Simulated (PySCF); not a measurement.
**V(9+): ionisation energy**

V(9+) [Ne] 3s2 3p2 [3p1/2^2, M_J = 0] → V(10+) [Ne] 3s2 3p1 [3p1/2^1, M_J = 1/2], as a difference of total energies. All numbers are calculated (PySCF 2.14, the two-component X2C-1e Hamiltonian, in an uncontracted even-tempered set (20 s from 0.53 bohr⁻², ratio 2.4; 13 p from 0.69 bohr⁻², ratio 2.4; 5 d from 3.5 bohr⁻², ratio 2.6; 4 f from 5.2 bohr⁻², ratio 2.6)). Correlated levels: 1s2 frozen; the 52 highest virtual spinors dropped. "Screened" scales the spin-orbit matrix elements by Boettger's factors to mimic the two-electron term; Breit and QED terms are absent.

```json
{"method": "GHF (spin-free)", "ionisation energy (eV)": "228.32"}
{"method": "GMP2 (spin-free)", "ionisation energy (eV)": "229.02"}
{"method": "GHF (screened spin-orbit)", "ionisation energy (eV)": "228.03"}
{"method": "GMP2 (screened spin-orbit)", "ionisation energy (eV)": "228.73"}
```

Question: How much does correlation contribute at GMP2 (screened spin-orbit)?

Answer: 228.73 − (228.03) = 0.70 eV, measured against GHF (screened spin-orbit).

The labels give the starting determinants; with spin-orbit coupling the two ends relaxed to ⟨J²⟩ = 1.55, ⟨L²⟩ = 1.98, ⟨S²⟩ = 1.97 and ⟨J²⟩ = 0.77, ⟨L²⟩ = 2.01, ⟨S²⟩ = 0.75.

The determinant of V(9+) mixes levels of different J (the jj label is only the starting occupation), so the difference between spin-free and spin-orbit rows is not the physical spin-orbit shift.

For comparison: 230.5 ± 0.5 eV (semi-empirical (NIST evaluation); NIST Atomic Spectra Database, ionization energies).
